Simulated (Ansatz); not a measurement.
CH4GeS can be A, `C[S][GeH]`, or B, `[CH2]1[S][GeH2]1`.

Gas-phase electronic energies from Ansatz, PBE0-D4/def2-TZVP geometries. CCSD(T)/CBS is the MP2 limit (def2-TZVPP, def2-QZVPP) plus CCSD(T) − MP2 in def2-TZVPP, frozen cores. DFT in def2-TZVPP. For Ge outer-core shells are correlated without core-valence functions, which leaves a few kJ/mol of doubt a bond. Scalar relativity is left out up to krypton.

A:

Z-matrix (Å, degrees):
```
C
S 1 1.812
H 1 1.090 2 109.0
H 1 1.090 2 111.0 3 120.6
H 1 1.090 2 109.0 3 -118.8
Ge 2 2.190 1 103.6 3 -120.4
H 6 1.594 2 89.0 1 180.0
```

B:

Z-matrix (Å, degrees):
```
C
Ge 1 1.927
S 1 1.847 2 70.9
H 1 1.085 2 118.3 3 107.8
H 1 1.085 2 118.3 3 -107.8
H 2 1.526 1 119.4 3 102.9
H 2 1.526 1 119.4 3 -102.9
```

Question: Which is lower in electronic energy at CCSD(T)/CBS, and by how much? (An estimate is asked.)

Answer: Computed: A, by 10.1 kcal/mol.

Question: Give E(B) − E(A) in kcal/mol with r2SCAN-D4, B2PLYP, CCSD(T)/def2-TZVPP, ωB97M-V, PBE0-D4, CCSD(T)/def2-SVP, CCSD/def2-TZVPP. (An estimate is asked.)

Answer: Computed: r2SCAN-D4 10.4, B2PLYP 12.6, CCSD(T)/def2-TZVPP 8.4, ωB97M-V 12.4, PBE0-D4 11.0, CCSD(T)/def2-SVP 12.5, CCSD/def2-TZVPP 9.0. None reverses the order clearly.

Question: Does the order hold for the free energy at 298.15 K (harmonic terms from PBE0-D4)? (Best estimate.)

Answer: Computed: Yes: G(B) − G(A) = +9.6 kcal/mol.

Largest T1 diagnostic: 0.015.

From r2SCAN to r2SCAN0 (25 % exact exchange), in def2-TZVPP and without D4, E(B) − E(A) moves by −0.9 kcal/mol. Leaving LDA and LC-ωPBE aside and taking each functional with its dispersion term where it has one, the values, not all of them listed here, spread over 12.2 kcal/mol, from PBE-QIDH to BLYP-D4. LDA lies −3.7 kcal/mol from PBE without D4.
